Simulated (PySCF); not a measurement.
KB at UHF-CCSD(T)

Level: UHF-CCSD(T). basis K def2-TZVPP, B def2-TZVPP; no relativity; PySCF 2.14.

| Item | Value |
| --- | --- |
| state | ³Π (triplet), unpaired electrons σ ↑, π ↑ |
| bond length | 2.875 Å |
| harmonic wavenumber | 275 cm⁻¹ |
| force constant | 0.383 mdyn/Å |
| rotational constant Be | 0.2376 cm⁻¹ |
| anharmonicity ωexe | 2.57 cm⁻¹ |
| vibration–rotation constant αe | 0.00268 cm⁻¹ |
| well depth De to K + B | 0.69 eV |
| dissociation energy D0 | 0.67 eV |

Correlated steps freeze 6 core orbitals. The state was picked by a PBE0 search and need not be the measured ground state.
